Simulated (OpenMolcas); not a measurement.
**Kr2+: RASPT2 settings compared**

| Property | Result |
| --- | --- |
| Program | OpenMolcas 26.06 |
| Basis | ANO-R3 [7s6p5d4f2g1h] |
| Scalar Hamiltonian | X2C, finite nucleus |
| Active space | 4 electrons in 9 orbitals (RAS2 4p; RAS3 4d 5s, at most 1 electron) |
| State averaging | 2S+1 = 3 even, 3 roots; 2S+1 = 1 even, 6 roots; 2S+1 = 5 odd, 6 roots; 2S+1 = 3 odd, 54 roots; 2S+1 = 1 odd, 48 roots |
| Spin-orbit coupling | state interaction with AMFI integrals over the reference wave functions, term energies averaged over their components |

Methods on the same reference wave functions:
A. RASSCF
B. SS-RASPT2, IPEA 0.25 Eh, sigma2 regulariser 0.3 Eh (closed shells correlated: 3d 4s)
C. MS-RASPT2, IPEA 0.25 Eh, sigma2 regulariser 0.3 Eh (closed shells correlated: 3d 4s)

Energies in cm-1 above 4s2 4p4 3P2, the measured ground level; measured values from Saloman, J. Phys. Chem. Ref. Data 36, 215 (2007).

```
              Level       A       B       C  Measured
        4s2 4p4 3P2     0.0     0.0     0.0       0.0
        4s2 4p4 3P1    4115    4190    4190      4548
        4s2 4p4 3P0    5135    5170    5170      5313
        4s2 4p4 1D2   17092   14590   14590     14644
        4s2 4p4 1S0   39039   37640   37640     33080
   4s2 4p3 5s 5S* 2  141447  138950  138950    145719
   4s2 4p3 4d 5D* 0  142298  142430  142430    138447
   4s2 4p3 4d 5D* 1  142359  142480  142480    138471
   4s2 4p3 4d 5D* 2  142459  142550  142560    138481
   4s2 4p3 4d 5D* 3  142595  142660  142670    138493
   4s2 4p3 4d 5D* 4  142812  142910  142920    138649
   4s2 4p3 5s 3S* 1  149124  146930  146930    151580
4s2 4p3 4d 3D* 2(1)  157004  152740  152740          
4s2 4p3 4d 3D* 3(1)  157550  153340  153350          
4s2 4p3 4d 3D* 1(1)  158056  153800  153770          
4s2 4p3 4d 3F* 2(1)  161928  158450  158470    153563
4s2 4p3 4d 3F* 3(1)  163082  159650  159640    154700
4s2 4p3 4d 3F* 4(1)  164500  161090  161050    156082
   4s2 4p3 5s 3D* 1  164902  161050  161060    163269
   4s2 4p3 5s 3D* 2  165127  161280  161270    163636
   4s2 4p3 4d 1S* 0  165575  156790  156780    154400
   4s2 4p3 5s 3D* 3  165942  162090  162080    165053
   4s2 4p3 5s 1D* 2  168569  163940  163890    170899
   4s2 4p3 4d 3G* 3  171681  167230  167210    159996
```

Deviations, from unrounded energies. A percentage is the sum of absolute deviations over the sum of measured energies, with the sign that they share, or ± where signs differ.

```tsv
Against measurement	Levels	A	B	C
mean absolute deviation (cm-1)	20	4500	3800	3800
fine structure of the ground term (%)	2	-6.2	-5.1	-5.1
other terms of the ground configuration (%)	2	+17.6	±9.7	±9.7
other configurations (%)	16	±3.3	±2.9	±2.9
```

B, C lie about equally close to measurement and A furthest from it. The largest miss of B in the table is 4s2 4p3 4d 3G* 3, by +7200 cm-1. The ranking rests on the paired levels alone, and a cruder setting can come out closer through cancelling errors.

Between B and C the level of the table that moves most is 4s2 4p3 5s 1D* 2, by 54 cm-1 (lowest in C, highest in B). Moves below CASPT2's spread within the term are not significant.

The two smallest mean deviations differ by little beside CASPT2's spread within terms, so their order carries little weight.

From A to B the spin-free energies of the other terms of 4s2 4p4 shown, above 3P, scale by factors of 0.82 to 0.96.

The lowest spin-free term lies below A's lowest term by 0.607 hartree in B, 0.607 hartree in C.

Term energies are means over components that CASPT2 splits; among the terms shown or strongly mixed into the levels shown the widest spread is 540 cm-1 (4s2 4p3 5s 3D*, C). Some levels mix across a computed gap that differs much from the measured one, so their mixing is not that of the real levels. ANO sets are built for valence states and can reach diffuse excited orbitals poorly, and with the s shell closed the s pⁿ⁺¹ terms that mix with these levels are absent. With the s shell closed, the reference lacks s² → p² mixing. Computed and measured levels are paired by configuration, term and J; levels that our copy of the source lacks, or whose pairing is in doubt (as where it misses far off the trend of its configuration), stay unpaired and out of the deviations. Levels of configurations outside the active space are missing. The table leaves out levels that lie high or whose names do not pair safely across all columns.

A number in round brackets counts repeated terms of one configuration in the order of the reference energies. * marks odd parity.
